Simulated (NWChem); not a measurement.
AuCl; SMILES [Au][Cl]

Results from NWChem. Structure relaxed at the PBE0/def2-SVP level. def2 effective core potentials on Au; no spin-orbit coupling.

Diagonal of the polarisability tensor at Hartree-Fock/def2-SVPD, static: 33.20, 33.20, 48.77 bohr³.

Task: Find the mean polarisability volume, the molar refraction, and the refractive index that an ideal gas of it would have at 273.15 K and 1 atm.

Result: 
1. Mean: one third of the trace = 38.39 bohr³ × 0.14818 Å³/bohr³ = 5.69 Å³.
2. Molar refraction (Lorentz-Lorenz): (4π/3) N_A α = 14.4 cm³/mol.
3. Number density p/kT = 2.687 × 10⁻⁵ Å⁻³; n − 1 = 2π N α = 9.60 × 10⁻⁴.
4. These hold the electronic response alone: vibrational and orientational terms add to the static dielectric constant.
